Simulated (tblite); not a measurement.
C9H7O2P.
Atom-mapped SMILES: `[CH3:1][C:2](=[O:3])[c:4]1[o:5][c:6]2[cH:7][cH:8][cH:9][cH:10][c:11]2[p:12]1` (hydrogens: H13, H14, H15 on C1; H16 on C7; H17 on C8; H18 on C9; H19 on C10)

A start from a force field or distance geometry was refined with tblite 0.8.0, GFN2-xTB geometry optimisation, gas phase. Values at the start:

```
 coordinate    start
     C1–H13  1.082 Å
      C2=O3  1.253 Å
      C2–C4  1.446 Å
      C4–O5  1.362 Å
     C4–P12  1.875 Å
      O5–C6  1.372 Å
     C6–C11  1.400 Å
      C7–C8  1.396 Å
     C7–H16  1.070 Å
      C8–C9  1.400 Å
     C8–H17  1.092 Å
     C9–C10  1.397 Å
     C9–H18  1.095 Å
    C10–C11  1.402 Å
    C10–H19  1.084 Å
    C11–P12  1.835 Å
   C1–C2–O3   118.9°
  C2–C4–P12   124.8°
   O3–C2–C4   124.2°
   C4–O5–C6   112.2°
 C4–P12–C11    82.5°
 C6–C11–P12   115.4°
 C9–C10–C11   117.4°
C10–C11–P12   124.3°
```

How do these coordinates change at the GFN2-xTB level?

```json
{"coordinate": "C4–P12", "GFN2-xTB (Å or °)": "1.724", "change": "-0.151"}
{"coordinate": "C11–P12", "GFN2-xTB (Å or °)": "1.787", "change": "-0.048"}
{"coordinate": "C2=O3", "GFN2-xTB (Å or °)": "1.215", "change": "-0.038"}
{"coordinate": "O5–C6", "GFN2-xTB (Å or °)": "1.342", "change": "-0.030"}
{"coordinate": "C9–C10", "GFN2-xTB (Å or °)": "1.375", "change": "-0.022"}
{"coordinate": "C7–C8", "GFN2-xTB (Å or °)": "1.377", "change": "-0.019"}
{"coordinate": "C9–H18", "GFN2-xTB (Å or °)": "1.080", "change": "-0.015"}
{"coordinate": "C8–H17", "GFN2-xTB (Å or °)": "1.079", "change": "-0.013"}
{"coordinate": "C2–C4", "GFN2-xTB (Å or °)": "1.456", "change": "+0.010"}
{"coordinate": "C6–C11", "GFN2-xTB (Å or °)": "1.409", "change": "+0.009"}
{"coordinate": "C7–H16", "GFN2-xTB (Å or °)": "1.078", "change": "+0.008"}
{"coordinate": "C10–H19", "GFN2-xTB (Å or °)": "1.079", "change": "-0.005"}
{"coordinate": "C10–C11", "GFN2-xTB (Å or °)": "1.397", "change": "-0.005"}
{"coordinate": "C1–H13", "GFN2-xTB (Å or °)": "1.086", "change": "+0.004"}
{"coordinate": "C4–O5", "GFN2-xTB (Å or °)": "1.358", "change": "-0.004"}
{"coordinate": "C8–C9", "GFN2-xTB (Å or °)": "1.397", "change": "-0.003"}
{"coordinate": "C10–C11–P12", "GFN2-xTB (Å or °)": "130.3", "change": "+6.0"}
{"coordinate": "C1–C2–O3", "GFN2-xTB (Å or °)": "124.2", "change": "+5.3"}
{"coordinate": "C6–C11–P12", "GFN2-xTB (Å or °)": "110.5", "change": "-4.9"}
{"coordinate": "O3–C2–C4", "GFN2-xTB (Å or °)": "119.6", "change": "-4.6"}
{"coordinate": "C4–P12–C11", "GFN2-xTB (Å or °)": "86.8", "change": "+4.3"}
{"coordinate": "C2–C4–P12", "GFN2-xTB (Å or °)": "122.5", "change": "-2.3"}
{"coordinate": "C9–C10–C11", "GFN2-xTB (Å or °)": "119.3", "change": "+1.9"}
{"coordinate": "C4–O5–C6", "GFN2-xTB (Å or °)": "110.6", "change": "-1.6"}
```

The energy falls by 0.488 eV over 38 L-BFGS steps, the largest force on an atom goes from 4.02 to 0.009 eV/Å, and the atoms move by 0.058 Å rms after alignment. The bond that changes most is C4–P12 (ends: substituted aromatic carbon; phosphorus bonded to 2 C), which shortens by 0.151 Å. Bonds longer at the end by more than 0.005 Å: 3 of 20; shorter: 10. Rotational constants go from 1995, 546.5, 430.2 to 2128, 558.3, 443.5 MHz.

Hardware: one thread of an Arm Neoverse V2, no GPU, shared host. Cost: 0.29 s.

Its GFN2-xTB frequencies are all real (lowest 61 cm⁻¹). One conformer, not necessarily the lowest. 3 starts were optimised and ended at 0.00, 0.53 and 2.15 kcal/mol (GFN2-xTB); the lowest of these is shown.

Conformer computed: `[CH3:1][C:2](=[O:3])[c:4]1[o:5][c:6]2[cH:7][cH:8][cH:9][cH:10][c:11]2[p:12]1`: C1–C2–C4–O5 0°.
